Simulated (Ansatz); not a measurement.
Geometry optimisation, Ansatz, RHF/def2-mTZVP.

The input (input.yaml):

```yaml
crystal:
  periodic: [false, false, false]
  atoms:
    - { symbol: C, position_ang: [0.3293, 1.2503, -0.9111] }
    - { symbol: C, position_ang: [0.5601, -0.0086, -0.8593] }
    - { symbol: Al, position_ang: [-0.012, -1.1022, 0.6755] }
    - { symbol: O, position_ang: [-0.8205, -0.3251, 2.0777] }
    - { symbol: H, position_ang: [0.593, 1.8684, -1.8033] }
    - { symbol: H, position_ang: [-0.2592, 1.8067, -0.1233] }
    - { symbol: H, position_ang: [1.1308, -0.4811, -1.6655] }
    - { symbol: H, position_ang: [0.4111, -2.6437, 0.7196] }
    - { symbol: H, position_ang: [-1.8441, -0.4111, 1.8726] }
basis:
  gaussian: { orbitals: def2-mTZVP }
hamiltonian:
  xc: hf
relax:
  f_tol: 0.02
  max_steps: 40
```

Command:

```bash
$ ansatz run input.yaml --threads 1 --pin off --max-ram 2048MiB --backend cpu --events-out ev --progress --plain --runs-dir out
```

Question: Where does it end, and by what steps?

Answer: The forces met the threshold. After 8 steps the energy has fallen by 0.817 eV; H9 moved furthest, 0.70 Å.

```
step  energy less start (eV)  largest force component (eV/Å)  accepted
   0                  0.0000                           4.516       yes
   1                 -0.2184                           2.168       yes
   2                 -0.4615                           1.428       yes
   3                 -0.6527                           0.656       yes
   4                 -0.7500                           0.290       yes
   5                 -0.7997                           0.309       yes
   6                 -0.8138                           0.164       yes
   7                 -0.8143                           0.173       yes
   8                 -0.8175                           0.016       yes
```

```xyz
9
Properties=species:S:1:pos:R:3
C 0.322 1.296 -0.978
C 0.613 0.007 -0.855
Al -0.098 -1.081 0.588
O -1.096 -0.279 1.689
H 0.710 1.906 -1.777
H -0.322 1.805 -0.281
H 1.270 -0.409 -1.607
H 0.203 -2.620 0.768
H -1.515 -0.670 2.435
```

The run took 20 s on 1 thread of Arm Neoverse V1 (shared host), peak memory 0.17 GiB.
